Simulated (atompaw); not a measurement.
# Varying the PAW (atompaw) potential for Mn

Base potential:

- Element: manganese
- Generator: atompaw 4.2.0.5
- Type: PAW
- Functional: LDA (PW92)
- Relativity: scalar-relativistic
- Frozen core: [Ar]
- Valence charge: 7
- Reference configuration: 3d5 4s1.75 4p0 (charge +0.25)
- Partial waves: 4s (bound); 4s channel at 1.8 Ry; 4p (bound, empty); 4p channel at 1.3 Ry; 3d (bound); 3d channel at 0.25 Ry
- Local potential: bessel scheme, radius 2.50 bohr
- Core correction: smooth core density matched at 1.85 bohr
- Augmentation charge: besselshape compensation charge, radius 2.20 bohr; PAW radius 2.75 bohr; waves and projectors: bloechl

Cutoffs, loose and tight: the cutoffs (Ry, on a coarse ladder) from which the occupation-weighted sum of valence levels, in a spherical-Bessel basis at the reference potential, stays within 10 and 1 mRy of its value at 400 Ry. They see the waves, projectors and local potential, not the compensation charge or the core. A dash means not determined.

```tsv
change	outcome	cutoff, loose	cutoff, tight	bound ghosts
base	generated	25 Ry	35 Ry	none
wave 4p channel at 1.3 Ry becomes 4p channel at -0.16 Ry	failed: atompaw: The overlap operator has at least one negative eigenvalue!	–	–	–
wave 4p channel at 1.3 Ry becomes 4p channel at -0.07 Ry	failed: atompaw: The overlap operator has at least one negative eigenvalue!	–	–	–
wave 4p channel at 1.3 Ry becomes 4p channel at 0.09 Ry	failed: atompaw: The overlap operator has at least one negative eigenvalue!	–	–	–
wave 4p channel at 1.3 Ry becomes 4p channel at 0.45 Ry	generated	25 Ry	35 Ry	none
wave 4p channel at 1.3 Ry becomes 4p channel at 0.91 Ry	generated	25 Ry	35 Ry	none
wave 4p channel at 1.3 Ry becomes 4p channel at 2.45 Ry	generated	25 Ry	35 Ry	none
wave 4p channel at 1.3 Ry becomes 4p channel at 5.08 Ry	generated	25 Ry	35 Ry	none
wave 4p channel at 1.3 Ry becomes 4p channel at 9.45 Ry	generated	25 Ry	35 Ry	none
```

(1) What comes out with this change to the base: wave 4p channel at 1.3 Ry becomes 4p channel at 1.73 Ry?

## Answers

(1) outcome: failed: atompaw: terminating projector 1000. Cause: the iteration for the Blöchl projector did not settle.
